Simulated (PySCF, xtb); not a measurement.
Zn(I)(Et) (C₂H₅IZn), SMILES C[CH2][Zn][I]. One conformer was computed; it need not be the lowest.

Harmonic wavenumbers (cm⁻¹) from GFN2-xTB (xtb) at its own minimum, in rising order: 20, 39, 176, 218, 220, 435, 626, 949, 1002, 1054, 1227, 1236, 1421, 1481, 1497, 1507, 2984, 2984, 3005, 3008, 3012.

### Question
What does PBE0-D3(BJ)/def2-SVP run with PySCF 2.14.0 give at its own minimum? (Estimate from the structure and the level; the computed values follow.)

### Answer
60, 85, 202, 242, 263, 541, 630, 936, 966, 1053, 1204, 1244, 1395, 1432, 1472, 1479, 3040, 3061, 3114, 3121, 3142. Paired by order, the mean absolute difference is 47 cm⁻¹ and the zero-point energies are 40.2 and 41.0 kcal/mol.
